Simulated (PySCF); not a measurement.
CH3BrF2Ge. Atoms are numbered in the order given.

```xyz
8

C     -1.6817    -1.5542     0.0000
Ge     0.0321    -0.6682     0.0000
F      0.9841    -1.1490     1.3665
F      0.9841    -1.1490    -1.3665
Br    -0.0758     1.6157     0.0000
H     -2.2399    -1.2578     0.8987
H     -2.2399    -1.2578    -0.8987
H     -1.5182    -2.6412     0.0000
```

Coordinates come from a TPSSh-D3(BJ)/def2-SVP optimisation.

Method: M06-2X/def2-TZVP in PySCF.

Gas-phase values at a fixed geometry.

Computed frontier levels, gap, dipole moment and polarisability:
```yaml
highest_occupied_level: -10.26 eV
lowest_empty_level: 0.22 eV
orbital_gap: 10.49 eV
dipole_moment: 3.24 D
quadrupole, principal values (traceless, Buckingham form, about the centre of nuclear charge): -4.65, -4.58, 9.23 D·Å
mean_static_polarisability: 56.5 bohr³ (8.37 Å³)
polarisability_principal_values: 47.2, 51.9, 70.3 bohr³
```
